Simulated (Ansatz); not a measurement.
Born–Oppenheimer molecular dynamics of BrCl2FGeH2 (7 atoms, charge 0, multiplicity 1). It starts at the highest image of a converged band, a first-order saddle point between two minima.

The calculation used RKS PBE0-D4/def2-SVP in Ansatz.

```yaml
ensemble: NVE (velocity Verlet)
time_step: 0.5 fs
steps_asked: 200
starting_velocities_drawn_for: 300 K
seed: 5231
```

Frames 0.5 fs apart, positions in Å.

Velocities at 55 fs (Å/ps):

```
Ge -3.99 5.55 -4.44
F -0.55 5.50 1.57
Cl -1.36 -2.10 3.29
H -13.54 19.28 -17.28
Cl 4.53 -0.30 3.72
Br 2.23 -5.20 0.51
H 23.34 -26.77 21.01
```

```xyz
7
Properties=species:S:1:pos:R:3 time_fs=55 energy_less_start_eV=-0.450 T=997
Ge 0.023 -0.020 -0.090
F 0.028 0.185 1.683
Cl 1.955 0.214 -1.022
H -0.819 1.289 -0.425
Cl -0.967 -1.697 -0.889
Br 1.433 -2.374 1.206
H 1.467 -2.282 2.620
7
Properties=species:S:1:pos:R:3 time_fs=55.5 energy_less_start_eV=-0.443 T=986
Ge 0.021 -0.017 -0.092
F 0.028 0.187 1.683
Cl 1.954 0.213 -1.020
H -0.825 1.297 -0.434
Cl -0.965 -1.697 -0.888
Br 1.434 -2.377 1.206
H 1.479 -2.295 2.631
7
Properties=species:S:1:pos:R:3 time_fs=56 energy_less_start_eV=-0.436 T=974
Ge 0.019 -0.014 -0.094
F 0.028 0.190 1.684
Cl 1.953 0.212 -1.019
H -0.830 1.304 -0.443
Cl -0.962 -1.698 -0.886
Br 1.435 -2.380 1.206
H 1.490 -2.308 2.641
7
Properties=species:S:1:pos:R:3 time_fs=56.5 energy_less_start_eV=-0.429 T=965
Ge 0.017 -0.011 -0.097
F 0.027 0.193 1.684
Cl 1.953 0.211 -1.017
H -0.834 1.308 -0.451
Cl -0.960 -1.698 -0.884
Br 1.436 -2.382 1.207
H 1.502 -2.321 2.651
7
Properties=species:S:1:pos:R:3 time_fs=57 energy_less_start_eV=-0.426 T=960
Ge 0.015 -0.008 -0.099
F 0.027 0.195 1.684
Cl 1.952 0.210 -1.015
H -0.836 1.309 -0.459
Cl -0.958 -1.698 -0.882
Br 1.438 -2.385 1.207
H 1.513 -2.333 2.659
7
Properties=species:S:1:pos:R:3 time_fs=57.5 energy_less_start_eV=-0.426 T=961
Ge 0.013 -0.005 -0.101
F 0.027 0.198 1.685
Cl 1.951 0.209 -1.014
H -0.836 1.308 -0.467
Cl -0.956 -1.698 -0.880
Br 1.439 -2.388 1.207
H 1.524 -2.345 2.666
7
Properties=species:S:1:pos:R:3 time_fs=58 energy_less_start_eV=-0.431 T=969
Ge 0.011 -0.002 -0.103
F 0.027 0.200 1.684
Cl 1.950 0.207 -1.012
H -0.836 1.304 -0.475
Cl -0.954 -1.699 -0.879
Br 1.440 -2.390 1.208
H 1.535 -2.357 2.670
7
Properties=species:S:1:pos:R:3 time_fs=58.5 energy_less_start_eV=-0.441 T=984
Ge 0.009 0.002 -0.105
F 0.026 0.203 1.684
Cl 1.950 0.206 -1.010
H -0.834 1.298 -0.482
Cl -0.952 -1.699 -0.877
Br 1.441 -2.393 1.208
H 1.546 -2.369 2.672
7
Properties=species:S:1:pos:R:3 time_fs=59 energy_less_start_eV=-0.455 T=1005
Ge 0.007 0.005 -0.107
F 0.026 0.205 1.683
Cl 1.949 0.205 -1.008
H -0.830 1.291 -0.489
Cl -0.950 -1.700 -0.875
Br 1.442 -2.396 1.209
H 1.556 -2.380 2.671
7
Properties=species:S:1:pos:R:3 time_fs=59.5 energy_less_start_eV=-0.472 T=1030
Ge 0.005 0.009 -0.109
F 0.026 0.207 1.683
Cl 1.948 0.204 -1.007
H -0.826 1.281 -0.496
Cl -0.947 -1.700 -0.873
Br 1.444 -2.398 1.209
H 1.566 -2.391 2.668
7
Properties=species:S:1:pos:R:3 time_fs=60 energy_less_start_eV=-0.489 T=1057
Ge 0.003 0.012 -0.111
F 0.026 0.210 1.681
Cl 1.947 0.203 -1.005
H -0.821 1.270 -0.503
Cl -0.945 -1.700 -0.872
Br 1.445 -2.401 1.210
H 1.576 -2.402 2.663
7
Properties=species:S:1:pos:R:3 time_fs=60.5 energy_less_start_eV=-0.504 T=1080
Ge 0.001 0.016 -0.112
F 0.026 0.212 1.680
Cl 1.946 0.202 -1.003
H -0.815 1.258 -0.510
Cl -0.944 -1.701 -0.870
Br 1.446 -2.404 1.210
H 1.586 -2.412 2.656
```

Of the whole run (100 fs, mean temperature of the second half 1223 K): The conserved energy stayed within 0.12 meV per atom of its start (net change 0.031 meV per atom), so the integration is sound. The kinetic energy rose, since the run started high on the potential surface and went downhill. It ends in pieces (BrH + Cl2FGeH), so much of that is their flight and rotation, not heat. A run of 0.1 ps of so small a system gives no equilibrium averages. The orbitals stay closed-shell, which can raise the energy where a bond breaks towards radicals; this wasn't checked here.

The run took 8 min on 4 threads of AMD EPYC 7B13 (Zen 3), on a shared host, peak memory 0.4 GiB.
